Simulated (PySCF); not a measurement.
# `CC=C=C=C=C(C)SC`, C8H10S

Geometry:
```tsv
atom	x (Å)	y (Å)	z (Å)
C1	3.535	-1.159	-1.144
C2	2.845	-0.166	-0.261
C3	1.573	0.175	-0.342
C4	0.334	0.501	-0.431
C5	-0.901	0.832	-0.516
C6	-2.177	1.173	-0.605
C7	-2.680	2.299	-1.463
S8	-3.458	0.336	0.272
C9	-2.535	-0.922	1.166
H10	3.953	-1.987	-0.547
H11	4.383	-0.689	-1.669
H12	2.850	-1.579	-1.893
H13	3.458	0.311	0.518
H14	-3.368	1.918	-2.235
H15	-3.236	3.031	-0.855
H16	-1.844	2.811	-1.956
H17	-2.021	-1.599	0.470
H18	-3.273	-1.487	1.752
H19	-1.801	-0.462	1.842
```

The calculation used TDDFT CAM-B3LYP/aug-cc-pVDZ excited states, vertical, gas phase in PySCF 2.14.0. Geometry: PBE0-D3(BJ)/def2-SVP.

**Question.** Give the one- and two-photon strengths of the lowest singlets.

**Answer.** δ for parallel linear polarisation; σ at the peak of a Lorentzian of half width 0.1 eV, single beam; Ω is circular over linear.
```csv
state,E (eV),f,photon λ (nm),δ (au),σ (GM),Ω,main
S1,3.23,0.000,769,<0.1,0.00,–,HOMO→LUMO 0.93
S2,4.06,0.000,611,<0.1,0.00,–,HOMO−1→LUMO+1 0.85
S3,4.43,0.167,560,285,2.05,0.67,"HOMO→LUMO+1 0.72, HOMO−1→LUMO 0.20"
S4,4.98,0.006,498,99.8,0.91,0.98,HOMO→LUMO+2 0.73
S5,5.26,0.025,472,80.5,0.81,1.28,"HOMO→LUMO+4 0.34, HOMO→LUMO+3 0.22"
S6,5.31,1.588,467,115,1.19,1.07,"HOMO−1→LUMO 0.67, HOMO→LUMO+1 0.15"
```

Among these, the strongest one-photon state is S6, the strongest two-photon state S3, with a dipole change of 2.0 D (relaxed, norm of the difference vector).
